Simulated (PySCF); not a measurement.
phosphine (H3P), SMILES P. Heavy atoms are numbered as in [PH3:1]. Hydrogens are named by the atom that carries them.

The structure is a stationary point at B3LYP-D3(BJ)/def2-TZVP.

Level of theory: HF/pcSseg-1 (PySCF).

GIAO shieldings, no solvent; atoms alike by connectivity are averaged. δ = σ(ref) − σ: ¹H against TMS (σ = 31.99 ppm), references at their B3LYP-D3(BJ)/def2-TZVP geometries, non-relativistic.

Computed chemical shifts:
```json
[
 {"nucleus": "¹H", "atoms": "H on P1", "count": "3", "δ (ppm)": "2.30"}
]
```
